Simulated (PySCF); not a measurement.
F$_{2}$Sn, charge -1, doublet, geometry from GFN2-xTB (such geometries of metal compounds can be far from the true shape) (a state made from the parent by changing its charge; the spin is typed, not shown lowest) (core potentials on Sn); DF-HF/def2-TZVPD run with PySCF.

Here is a job for PySCF.
```python
from pyscf import gto, scf
import numpy

mol = gto.Mole()
mol.atom = '''
    Sn    0.013920   -0.007519    0.330266
    F     0.870490    1.674446   -0.918077
    F    -0.947821   -1.632675   -0.916732
'''
mol.basis = 'def2-tzvpd'
mol.ecp = {'Sn': 'def2-tzvpd'}
mol.charge = -1
mol.spin = 1
mol.verbose = 4
mol.build()
print('smallest overlap eigenvalue', numpy.linalg.eigvalsh(mol.intor('int1e_ovlp'))[0])

mf = scf.UHF(mol)
mf = mf.density_fit(auxbasis='def2-universal-jkfit')
mf = scf.addons.remove_linear_dep_(mf, threshold=1e-4, lindep=1e-4)
mf.kernel()
```

Question: Predict the main parts of the log of this PySCF run.

Answer: 
```
PySCF version 2.14.0

[INPUT] verbose = 4
[INPUT] num. atoms = 3
[INPUT] num. electrons = 41
[INPUT] charge = -1
[INPUT] spin (= nelec alpha-beta = 2S) = 1
[INPUT] symmetry False subgroup None
[INPUT] Mole.unit = angstrom
[INPUT] Symbol           X                Y                Z      unit          X                Y                Z       unit  Magmom
[INPUT]  1 Sn     0.013920000000  -0.007519000000   0.330266000000 AA    0.026304987654  -0.014208850731   0.624112288256 Bohr   0.0
[INPUT]  2 F      0.870490000000   1.674446000000  -0.918077000000 AA    1.644987694173   3.164244350373  -1.734914091262 Bohr   0.0
[INPUT]  3 F     -0.947821000000  -1.632675000000  -0.916732000000 AA   -1.791122105111  -3.085308600424  -1.732372409625 Bohr   0.0

nuclear repulsion = 103.958416315665
number of shells = 46
number of NR pGTOs = 207
number of NR cGTOs = 136
basis = def2-tzvpd
ecp = {'Sn': 'def2-tzvpd'}
input.py:20: DeprecationWarning: remove_linear_dep_ is deprecated and will be removed in a future release. Linear dependency handling is now built into the SCF procedure by default. Linear dependency removal can be controlled using the following settings:
  pyscf.scf.hf.remove_overlap_zero_eigenvalue = True
  pyscf.scf.hf.overlap_zero_eigenvalue_threshold = 1e-6

  mf = scf.addons.remove_linear_dep_(mf, threshold=1e-4, lindep=1e-4)
smallest overlap eigenvalue 0.0025580316427749224

******** <class 'pyscf.df.df_jk.DFUHF'> ********
method = DFUHF
initial guess = minao
damping factor = 0
level_shift factor = 0
DIIS = <class 'pyscf.scf.diis.CDIIS'>
diis_start_cycle = 1
diis_space = 8
diis_damp = 0
SCF conv_tol = 1e-09
SCF conv_tol_grad = None
SCF max_cycles = 50
direct_scf = False
number electrons alpha = 21  beta = 20
Set gradient conv threshold to 3.16228e-05
******** <class 'pyscf.df.df.DF'> ********
auxbasis = def2-universal-jkfit
init E= -374.233515603005

cycle= 1 E= -411.889709010622  delta_E= -37.7  |g|= 1.45  |ddm|=   22
cycle= 2 E= -412.296159907222  delta_E= -0.406  |g|= 0.682  |ddm|=  3.1
cycle= 3 E= -412.399769170021  delta_E= -0.104  |g|= 0.113  |ddm|= 0.634
cycle= 4 E= -412.403747746255  delta_E= -0.00398  |g|= 0.0508  |ddm|= 0.108
cycle= 5 E= -412.40460564357  delta_E= -0.000858  |g|= 0.00878  |ddm|= 0.042
cycle= 6 E= -412.404769458178  delta_E= -0.000164  |g|= 0.00263  |ddm|= 0.0398
cycle= 7 E= -412.404785053976  delta_E= -1.56e-05  |g|= 0.00168  |ddm|= 0.00861
cycle= 8 E= -412.404795730348  delta_E= -1.07e-05  |g|= 0.000851  |ddm|= 0.00966
cycle= 9 E= -412.404799162216  delta_E= -3.43e-06  |g|= 0.000409  |ddm|= 0.00624
cycle= 10 E= -412.404800048755  delta_E= -8.87e-07  |g|= 0.00016  |ddm|= 0.00401
cycle= 11 E= -412.404800143733  delta_E= -9.5e-08  |g|= 5.25e-05  |ddm|= 0.00139
cycle= 12 E= -412.40480014886  delta_E= -5.13e-09  |g|= 2.53e-05  |ddm|= 0.000178
cycle= 13 E= -412.40480015019  delta_E= -1.33e-09  |g|= 1.24e-05  |ddm|= 6.28e-05
cycle= 14 E= -412.404800150585  delta_E= -3.95e-10  |g|= 3.95e-06  |ddm|= 6.09e-05
Extra cycle  E= -412.404800150608  delta_E= -2.33e-11  |g|= 2.31e-06  |ddm|= 9.79e-06
converged SCF energy = -412.404800150608  <S^2> = 0.77345433  2S+1 = 2.0233184
```
